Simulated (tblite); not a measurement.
Give a GFN2-xTB geometry of `CO[C](F)C1CCC1` [radical]. (Doublet state.)

```
atom  x, y, z in Å
C1     3.2083   -0.2789   -0.0592
O2     1.9044   -0.3415    0.4753
C3     0.8784   -0.4117   -0.4149
F4     1.1323    0.1943   -1.6179
C5    -0.4970   -0.2934    0.1010
C6    -1.6341   -0.8248   -0.7989
C7    -2.4457    0.4466   -0.5135
C8    -1.1905    1.1037    0.0711
H9     3.3610    0.6504   -0.6160
H10    3.4010   -1.1261   -0.7249
H11    3.8850   -0.3161    0.7916
H12   -0.5088   -0.7317    1.0987
H13   -1.3233   -0.8974   -1.8388
H14   -2.0783   -1.7681   -0.4903
H15   -2.8810    0.9375   -1.3807
H16   -3.2222    0.2900    0.2324
H17   -0.7046    1.7804   -0.6278
H18   -1.2936    1.5929    1.0363
```

Orientation and origin are arbitrary. Atoms count from 1 in this order. O2 (oxygen bonded to 2 C) is bent (angle 116.8°). The 2 C–O bonds span 1.360 Å (O2–C3, drawn single) to 1.411 Å (C1–O2, drawn single), a spread of 0.051 Å. The 4-membered ring C5–C6–C7–C8 has internal angles of 88.3° to 89.8° (sum 357°, against 360° for a flat polygon); it is puckered, 0.09 Å rms from its mean plane, widest ring torsion 13°. Of the pairs four or more bonds apart, F4···H9 is among the closest relative to their van der Waals radii: 2.49 Å, 93 % of the sum of Bondi's values.

Bonds between heavy atoms (Å): C1–O2 1.411, O2–C3 1.360, C3–F4 1.371, C3–C5 1.474, C5–C6 1.544, C6–C7 1.535, C7–C8 1.533, C5–C8 1.560.

Structure optimised with GFN2-xTB, isolated species. This method treats the open shell by occupation alone, without spin polarisation.

Point group: C1 (no symmetry element, even within 0.4 Å). Its GFN2-xTB frequencies are all real (lowest 42 cm⁻¹). Torsions: C1–O2–C3–F4 -29°, O2–C3–C5–C6 -160°, C3–C5–C6–C7 -135°, C5–C6–C7–C8 13°, C6–C7–C8–C5 -13°, C3–C5–C8–C7 133°. 3 starts were optimised and ended at 0.00, 2.12 and 2.78 kcal/mol (GFN2-xTB); the lowest of these is shown.

Hardware: Arm Neoverse V1, one thread, no GPU, on a shared host. Cost: 0.77 s of wall time. These figures are those of the optimisation.

One conformer stands for the species.

The numbers are calculated, not measured.
